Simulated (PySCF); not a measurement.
One molecule, one basis, several functionals.

Species: C₄H₃BF₂O.
SMILES: `O=CC#CCB(F)F`

Torsions of this conformer, `[O:1]=[CH:2][C:3]#[C:4][CH2:5][B:6]([F:7])[F:8]`: C4–C5–B6–F7 90°.

PySCF, def2-SVPD basis, density fitting, gas phase, PBE0-D3(BJ)/def2-SVP geometry; singlet excitations by full TDDFT with frozen cores and triplets by Tamm–Dancoff TDDFT. One functional is left out:

```tsv
functional	exact exchange (%)	HOMO energy (eV)	LUMO energy (eV)	lowest singlet excitation (eV)	lowest triplet excitation (eV)	dipole moment (D)	mean polarisability (au)
LDA	0	-6.45	-3.38	3.31	2.85	3.692	70.4
PBE	0	-6.33	-3.12	3.42	2.89	3.582	70.0
PBE0	25	-8.10	-2.17	3.80	3.18	3.561	66.0
BHandHLYP	50	-9.57	-1.06	4.10	3.50	3.595	63.3
```

Predict the row of B3LYP (20 % exact exchange) by straight lines through the other rows, and check it.

```csv
property,line,computed,computed − line,"PBE0 (25 %), for comparison"
HOMO energy (eV),-7.69,-7.83,-0.14,-8.10
LUMO energy (eV),-2.38,-2.39,-0.01,-2.17
lowest singlet excitation (eV),3.68,3.77,+0.09,3.80
lowest triplet excitation (eV),3.12,3.20,+0.08,3.18
dipole moment (D),3.606,3.583,-0.023,3.561
mean polarisability (au),67.2,66.9,-0.3,66.0
```
